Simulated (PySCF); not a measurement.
# Electron correlation in F (fluorine, neutral)

[He] 2s2 2p5, 2P determinant. Calculation: PySCF 2.14, in x2c-QZVPPall; the spin-free X2C one-electron Hamiltonian (Gaussian nucleus). Frozen: nothing; 9 electrons correlated.

| level | correlation energy (mhartree) |
| --- | --- |
| CCSD | -256.25 |
| (T) | -4.79 |
| CCSD(T) | -261.04 |

Diagnostics: T1 = 0.0056, D1 = 0.0112, largest double amplitude 0.027.

Problem. Is a single reference adequate?

Solution. Yes: T1 lies below 0.03 and no double amplitude reaches 0.07.

This basis was not built for core-valence correlation, so the inner-shell part is incomplete.
